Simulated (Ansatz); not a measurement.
`[F][Mg][O][SiH3]` + `COCS` → `COCS[SiH3]` + `[OH][Mg][F]`  (ligand exchange at the Si–O bond)

Gas-phase electronic energies from Ansatz, PBE0-D4/def2-TZVP geometries. CBS: MP2 limit from def2 TZ/QZ plus the TZ coupled-cluster correction, frozen cores. This one scheme is used for every species. DFT in def2-TZVPP. B3LYP here is the variant with VWN-RPA as its local correlation; programs differ in this. For Mg outer-core shells are correlated without core-valence functions, which leaves a few kJ/mol of doubt a bond. One conformer a species, not always the lowest.

`[F][Mg][O][SiH3]`:

```xyz
7

F    -0.307    0.366   -3.895
Mg   -0.170    0.203   -2.161
O    -0.031    0.037   -0.392
Si    0.095   -0.114    1.211
H    -0.116   -1.528    1.637
H     1.445    0.308    1.687
H    -0.917    0.728    1.913
```

`COCS`:

Z-matrix (Å, degrees):
```
C
O 1 1.407
H 1 1.098 2 111.0
H 1 1.095 2 111.3 3 -121.4
H 1 1.089 2 107.1 3 119.0
C 2 1.386 1 114.0 3 59.7
S 6 1.823 2 115.7 1 69.3
H 6 1.089 2 107.0 1 -169.1
H 6 1.098 2 111.8 1 -49.7
H 7 1.342 6 96.0 2 68.6
```

`COCS[SiH3]`:

```xyz
13

C    -1.333   -0.912   -1.064
O    -0.918   -0.757    0.273
C     0.407   -1.089    0.497
S     1.635    0.051   -0.262
Si    0.940    1.861    0.626
H    -1.196   -1.948   -1.398
H    -0.775   -0.248   -1.732
H    -2.391   -0.659   -1.099
H     0.556   -1.089    1.576
H     0.658   -2.077    0.090
H    -0.316    2.357    0.009
H     0.717    1.651    2.081
H     2.016    2.859    0.404
```

`[OH][Mg][F]`:

```xyz
4

O     0.811   -0.464    0.553
Mg   -0.517    0.323   -0.277
F    -1.856    1.135   -1.061
H     1.562   -0.993    0.785
```

```json
{"level": "PBE-D4", "ΔE (kJ/mol)": "48.0", "difference from CCSD(T)/CBS": "-16.4"}
{"level": "r2SCAN-D4", "ΔE (kJ/mol)": "59.5", "difference from CCSD(T)/CBS": "-4.9"}
{"level": "PBE0-D4", "ΔE (kJ/mol)": "53.0", "difference from CCSD(T)/CBS": "-11.4"}
{"level": "ωB97X-V", "ΔE (kJ/mol)": "62.1", "difference from CCSD(T)/CBS": "-2.3"}
{"level": "ωB97M-V", "ΔE (kJ/mol)": "61.2", "difference from CCSD(T)/CBS": "-3.2"}
{"level": "B2PLYP", "ΔE (kJ/mol)": "69.2", "difference from CCSD(T)/CBS": "4.8"}
{"level": "PBE", "ΔE (kJ/mol)": "53.5", "difference from CCSD(T)/CBS": "-10.9"}
{"level": "r2SCAN", "ΔE (kJ/mol)": "61.1", "difference from CCSD(T)/CBS": "-3.3"}
{"level": "B3LYP", "ΔE (kJ/mol)": "70.9", "difference from CCSD(T)/CBS": "6.5"}
{"level": "HF/def2-TZVPP", "ΔE (kJ/mol)": "87.8", "difference from CCSD(T)/CBS": "23.4"}
{"level": "MP2/def2-TZVPP", "ΔE (kJ/mol)": "62.8", "difference from CCSD(T)/CBS": "-1.6"}
{"level": "SCS-MP2/def2-TZVPP", "ΔE (kJ/mol)": "70.1", "difference from CCSD(T)/CBS": "5.7"}
{"level": "CCSD/def2-TZVPP", "ΔE (kJ/mol)": "70.8", "difference from CCSD(T)/CBS": "6.4"}
{"level": "SCS-MP2/def2-QZVPP", "ΔE (kJ/mol)": "69.5", "difference from CCSD(T)/CBS": "5.1"}
{"level": "HF/CBS(def2)", "ΔE (kJ/mol)": "91.2", "difference from CCSD(T)/CBS": "26.8"}
{"level": "CCSD/CBS(def2)", "ΔE (kJ/mol)": "68.2", "difference from CCSD(T)/CBS": "3.8"}
{"level": "CCSD(T)/CBS", "ΔE (kJ/mol)": "64.4", "difference from CCSD(T)/CBS": "0"}
```

Largest T1 diagnostic among the species: 0.012.

From PBE to PBE0 (25 % exact exchange), in def2-TZVPP and without D4, ΔE moves by +4.4 kJ/mol. The D4 term adds −8.7 kJ/mol with B3LYP and −4.9 kJ/mol with PBE0; it sums over pairs of atoms, weighted by their polarisabilities, and B3LYP, whose exchange is more repulsive, gets the larger term. In def2-TZVPP, CCSD(T) changes the Hartree–Fock value by −20.9 kJ/mol (the triples alone add −3.8 kJ/mol) and MP2 by −25.1 kJ/mol.
